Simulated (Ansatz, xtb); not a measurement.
# Ranking isomers of C3H7ClO2Si2

3 gas-phase structures of C3H7ClO2Si2, from a drawn sample of its isomers (lower ones may exist). Each was relaxed with GFN2-xTB; where two conformers were screened, the lower at r2SCAN-D4/def2-SVP is listed:

A. `C#C[Si@H](Cl)OCO[SiH3]`, a singlet
B. `O[Si@@H]1C/C(=C/Cl)[SiH2]O1`, a singlet
C. `O=C1C[Si@@H](Cl)[Si@@H](O)C1`, a singlet

Task: Estimate their order in r2SCAN-D4/def2-SVP energy at these geometries, lowest first.

Result: Calculated order at r2SCAN-D4/def2-SVP: B (0.000), C (0.342), A (2.120) eV.

Energies above the lowest of each column, in eV; the last columns are at B3LYP/def2-SVP geometries:

| structure | GFN2-xTB | HF/STO-3G | r2SCAN-D4/def2-SVP | B3LYP/def2-SVP | CCSD(T)/def2-SVP + ΔMP2/def2-TZVPP |
| --- | --- | --- | --- | --- | --- |
| B | 0.000 | 0.918 | 0.000 | 0.000 | 0.000 |
| C | 1.460 | 0.000 | 0.342 | 0.446 | 0.822 |
| A | 1.378 | 2.003 | 2.120 | 1.767 | 2.053 |

CCSD(T)/def2-SVP + ΔMP2/def2-TZVPP puts B lowest; HF/STO-3G picks C. Flexible structures stand in one conformer each, not always the lowest. The ΔMP2 step shifts differences by up to 0.278 eV, which makes them less sure. ΔMP2 is the change of the MP2 energy from the smaller to the larger basis.

Programs: Ansatz 0.2.0, xtb 6.7.1.
